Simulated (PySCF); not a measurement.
Below is a simulated gas-phase Cl 2p photoelectron spectrum of GeCl2H2, `[H][Ge]([H])([Cl])[Cl]`.

Every computed line was given a Gaussian of 0.4 eV full width at half maximum and an area set by the number of equivalent atoms (split 2:1 within a doublet); the highest printed point is 100. Computed, not measured: PySCF 2.14.0, delta-SCF UKS SCAN, pcX-2 on the ionised atom, pcseg-1 elsewhere, spin-free X2C.

```csv
binding energy (eV),intensity
205.5,0
205.6,2
205.7,8
205.8,26
205.9,58
206.0,90
206.1,100
206.2,78
206.3,43
206.4,17
206.5,5
206.6,1
206.7,0
206.8,0
206.9,0
207.0,0
207.1,0
207.2,0
207.3,2
207.4,7
207.5,20
207.6,37
207.7,49
207.8,47
207.9,31
208.0,15
208.1,5
208.2,1
208.3,0
```

Count the maxima, the lines and the sites behind this envelope.

The curve has 2 maxima (at 206.1 and 207.7 eV). Under it lie 2 lines from 1 inequivalent chlorine site, drawn as a 2p3/2, 2p1/2 pair.

Decompose the envelope and assign each component. Bonds: Ge1–Cl2, Ge1–Cl3. Hydrogens: H4, H5 on Ge1.

```csv
position (eV),relative area,line,atoms,environment
206.08,1.33,Cl 2p3/2,Cl2/Cl3,chlorine bonded to Ge
207.73,0.67,Cl 2p1/2,Cl2/Cl3,chlorine bonded to Ge
```

No satellites, vibrations or lifetime broadening are included. Atoms equivalent by their bonding share one computed value, that of the first of them. For 2p shells one spin-free hole was relaxed; a mean-field spin–orbit operator and the ground-state splitting of the three 2p orbitals were then diagonalised within the shell. The shell's mean is (2 × 2p3/2 + 2p1/2)/3, and the degeneracies 2j + 1 give areas of 2:1. 2p1/2 minus 2p3/2 (ligand field included): Cl 1.65 eV. Isolated species at its PBE0-D3(BJ)/def2-SVP geometry, gas phase.
